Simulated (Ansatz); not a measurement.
Gas-phase electronic energies from Ansatz, PBE0-D4/def2-TZVP geometries. CCSD(T)/CBS adds triple-zeta CCSD(T) − MP2 to the extrapolated MP2 energy (def2 sets, frozen cores). This one scheme is used for every species. DFT in def2-TZVPP. Elements past krypton have def2 core potentials. For Sb outer-core shells are correlated without core-valence functions, which leaves a few kJ/mol of doubt a bond. One conformer a species, not always the lowest.

Consider the formal exchange of groups at the Sb–C bond: `[CH3][SbH2]` + `BN` → `N[BH][SbH2]` + CH₄.

`[CH3][SbH2]`:

Z-matrix (Å, degrees):
```
C
Sb 1 2.162
H 1 1.088 2 111.0
H 1 1.090 2 108.7 3 120.8
H 1 1.090 2 108.7 3 -120.8
H 2 1.711 1 94.2 3 -45.5
H 2 1.711 1 94.2 3 46.1
```

`BN`:

Z-matrix (Å, degrees):
```
B
N 1 1.385
H 1 1.197 2 119.0
H 1 1.197 2 119.0 3 -180.0
H 2 1.006 1 123.2 3 -0.0
H 2 1.006 1 123.2 3 180.0
```

`N[BH][SbH2]`:

Cartesian coordinates in Å:
```
N -0.059 1.300 -0.438
B -0.132 0.399 0.608
Sb 0.828 -1.633 0.501
H 0.357 1.089 -1.330
H -0.443 2.230 -0.384
H -0.667 0.738 1.624
H -0.679 -2.426 0.628
H 0.796 -1.697 -1.210
```

CH₄:

Z-matrix (Å, degrees):
```
C
H 1 1.090
H 1 1.090 2 109.5
H 1 1.090 2 109.5 3 -120.0
H 1 1.090 2 109.5 3 120.0
```

```
             level  ΔE (kJ/mol)
           ωB97X-V        -36.1
            B2PLYP        -34.8
SCS-MP2/def2-QZVPP        -33.5
      HF/CBS(def2)        -29.1
```

**Question.** What does CCSD(T)/CBS give? (An estimate is asked.)

**Answer.** Computed: -37.1 kJ/mol. The listed levels differ from it by 1.0, 2.3, 3.6, 8.0 kJ/mol.

Largest T1 diagnostic among the species: 0.014.

In def2-TZVPP, CCSD(T) changes the Hartree–Fock value by −6.3 kJ/mol (the triples alone add −1.0 kJ/mol) and MP2 by −7.4 kJ/mol. Leaving LDA and LC-ωPBE aside and taking each functional with its dispersion term where it has one, the values spread over 7.0 kJ/mol, from PBE0-D4 to B2PLYP. LDA lies −5.0 kJ/mol from PBE without D4.
